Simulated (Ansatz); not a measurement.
Ansatz (a program for electronic structure) input (HF/STO-3G):

Ansatz 0.2 input:
```yaml
crystal:
  periodic: [false, false, false]
  atoms:
    - {symbol: C, position_ang: [-1.14981457, -0.05477791, -0.04502006]}
    - {symbol: Si, position_ang: [0.54785519, 0.02610017, 0.02145083]}
    - {symbol: H, position_ang: [-1.76847219, 0.83159725, -0.09957680]}
    - {symbol: H, position_ang: [-1.68390593, -0.99607076, -0.03559828]}
    - {symbol: H, position_ang: [1.39794796, -1.17454559, 0.09584332]}
    - {symbol: H, position_ang: [1.28334497, 1.30228411, 0.00914054]}
basis:
  gaussian:
    orbitals: STO-3G
hamiltonian:
  xc: {name: HF}
relax: {f_tol: 0.003, max_steps: 120}
```

**Question.** Predict the final energy.

**Answer.** -325.22641 Eh.
